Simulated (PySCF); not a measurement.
## Gas-phase XPS of cyclo-(GeF2)3, computed

Cyclo-(GeF2)3.
Geometry (PBE0-D3(BJ)/def2-SVP, Å), atoms numbered from 1 in this order:
```
atom  x, y, z in Å
Ge1   -1.569    0.200    0.441
F2    -2.392   -1.194    1.075
F3    -1.948    1.374    1.666
Ge4    0.469    0.244   -1.596
F5     0.225    1.836   -2.253
F6    -0.306   -0.716   -2.821
Ge7    1.157   -0.460    1.136
F8     2.498    0.608    1.424
F9     1.998   -1.963    0.902
```

Theory: delta-SCF UKS SCAN, pcX-2 on the ionised atom, pcseg-1 elsewhere, spin-free X2C in PySCF 2.14.0. These are vertical core ionisation energies against the vacuum level, from separate self-consistent calculations with and without the core hole.

Q: List the computed XPS lines with their assignment.

A: 
```tsv
atom(s)	environment	level	binding energy (eV)	count
F2 (×6)	fluorine bonded to Ge	F 1s	691.91	6
```

Q: Give the binding energy of F 1s of F2 (atom 2) (×6) in hartree and in kJ/mol.

A: 691.91 eV = 25.4272 Eh = 66759 kJ/mol.

Q: Which photon energy gives electrons from F 1s of F2 (×6) a kinetic energy of 200 eV, and what is their de Broglie wavelength?

A: hν = 691.91 + 200 = 891.91 eV, recoil neglected; λ = 12.264 Å/√(E/eV) = 0.87 Å.

Topologically equivalent atoms share the value of their first member; where this conformer doesn't relate them by symmetry, their own values could differ. No level of germanium is listed. Isolated species at its PBE0-D3(BJ)/def2-SVP geometry (one conformer only).

Time: 7.9 s wall; peak memory 0.50 GiB. Hardware: an Arm Neoverse V2 with one thread, on a shared host.
